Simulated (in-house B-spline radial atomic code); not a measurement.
**Ionising the praseodymium ion Pr¹⁰⁺ with different functionals**

Computed with a radial B-spline atomic code at the basis-set limit: scalar-relativistic (spin-free X2C) Hamiltonian, Fermi nucleus of rms radius 4.8919 fm, spin-polarised at highest spin, spherical fractional occupations for the functionals, and exact exchange of hybrids averaged over the configuration. The ionisation energy is the difference of two self-consistent energies, [Kr] 4d10 5s2 5p1 → [Kr] 4d10 5s2, without Breit or QED terms; ε is the level of the shell that loses the electron (its least bound occupied spin orbital). There is no spin-orbit coupling in this Hamiltonian.

| method | rung | ΔSCF (eV) | -ε(5p) (eV) |
| --- | --- | --- | --- |
| PBE0 | global hybrid | ? | ? |
| B3LYP | global hybrid | 160.09 | 153.99 |
| TPSSh | global hybrid | 159.46 | 152.86 |
| BHandHLYP | global hybrid | 159.81 | 156.04 |
| r2SCAN0 | global hybrid | 159.48 | 154.16 |
| B97-1 | global hybrid | 159.59 | 153.67 |
| HSE06 | range-separated hybrid | 159.80 | 153.70 |
| wB97X | range-separated hybrid | 159.66 | 156.66 |
| CAM-B3LYP | range-separated hybrid | 160.13 | 155.95 |
| LC-wPBE | range-separated hybrid | ? | ? |

Question: What does PBE0 give?

Answer: ΔSCF 159.73 eV, and -ε(5p) = 154.14 eV.

Question: What does LC-wPBE give?

Answer: ΔSCF 159.97 eV, and -ε(5p) = 157.38 eV.

Question: Among the functionals, which spreads more, the ΔSCF values or the orbital energies?

Answer: The orbital energies: ΔSCF values span about 0.67 eV and the orbital energies 4.52 eV; here energy differences depend much less on the functional than eigenvalues do.

Question: How do they compare with the NIST value?

Answer: NIST lists 162 eV ± 2.4 (tabulated theory, ground level to ground level). Errors run from -2.54 to -1.87 eV; all lie within about twice that uncertainty, so the table can't rank the methods.
